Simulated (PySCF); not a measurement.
# Static response to an electric field

H9NOSi3.
Geometry (GFN2-xTB, Å), atoms numbered from 1 in this order:
```xyz
14
H9NOSi3 angstrom
Si    -1.9379   -0.2386    0.8125
N     -1.2399    1.1237    0.0032
Si    -0.0522    1.1734   -1.2507
O      1.2461    0.3113   -0.8160
Si     2.3321   -0.2346    0.2518
H     -3.2768   -0.5138    0.2706
H     -1.0651   -1.3876    0.6038
H     -2.0500    0.1157    2.2323
H     -1.6979    2.0002    0.1893
H      0.3378    2.5724   -1.4025
H     -0.4915    0.5141   -2.4772
H      3.0757   -1.2387   -0.5058
H      1.6399   -0.8049    1.4070
H      3.1791    0.8871    0.6595
```

Level: CAM-B3LYP/def2-SVPD (PySCF), static field, nuclei fixed, core orbitals frozen in the response. The polarisability tensor in these axes (au):

```
x   93.02  0.49 -3.23
y    0.49 81.61 -3.96
z   -3.23 -3.96 83.91
```

Problem. What are the eigenvalues, a third of the trace, and Δα (Δα² = ½Σ(αi − αj)² over the three pairs)?

Solution. Principal values 78.46, 85.79 and 94.29 au; mean 86.18 au = 12.77 Å³ = 14.21 × 10⁻⁴⁰ C²·m²/J; Δα = 13.72 au (16 % of the mean).

Problem. What is the dipole moment, and where does it point?

Solution. (-0.57, 0.70, 0.53) D, 1.05 D in size, pointing from the negative to the positive side. Measured along this direction, the outermost atoms are H12 at the negative end and H9 and H8 at the positive end.

Problem. Find the Langevin capture rate constant for H3O+ (19.018 u) meeting this molecule (122.999 u), k = 2.342 × 10⁻⁹ cm³/s × √(α in Å³ / reduced mass in u).

Solution. The reduced mass is 16.47 u, so k = 2.06 × 10⁻⁹ cm³/s. The formula leaves out the permanent dipole, which adds to the capture rate.

Problem. In TDDFT the mean static polarisability is Σ f/ω² over all singlet excitations (ω in hartree). How much of it do the 8 lowest give? Their energies (eV) and oscillator strengths: 6.41, 0.0070; 7.16, 0.0324; 7.55, 0.0146; 7.62, 0.0155; 7.68, 0.0130; 7.75, 0.0059; 7.92, 0.0008; 8.16, 0.0184.

Solution. They add up to 1.43 au, 1.7 % of the 86.18 au; the largest single term is 0.47 au, from the state at 7.16 eV. Terms in order: 0.13, 0.47, 0.19, 0.20, 0.16, 0.07, 0.01, 0.20 au. Higher excitations give the rest. The strengths listed sum to 0.108.

Problem. Give the eigenvalues of the traceless quadrupole moment Θ = ½Σq(3rr − r²1), origin at the centre of nuclear charge.

Solution. -2.77, -2.21, 4.98 D·Å. The values depend on the origin, since the dipole doesn't vanish. The electronic extent ⟨r²⟩ about the same centre is 1141 bohr², a root-mean-square distance of 2.20 Å for the 66 electrons.

Problem. What would n − 1 = 2πNα be for an ideal gas of these molecules at 500 K and 1 atm, electronic part alone?

Solution. N = p/kT = 1.4678 × 10¹⁹ cm⁻³, so n − 1 = 2π × N × 12.77 × 10⁻²⁴ cm³ = 1178 × 10⁻⁶ at long wavelengths.

One conformer (not necessarily the lowest) at the GFN2-xTB geometry, without solvent, vibrations or thermal averaging. GFN2-xTB frequencies show an imaginary mode (48i cm⁻¹), so this geometry is no minimum at that level.
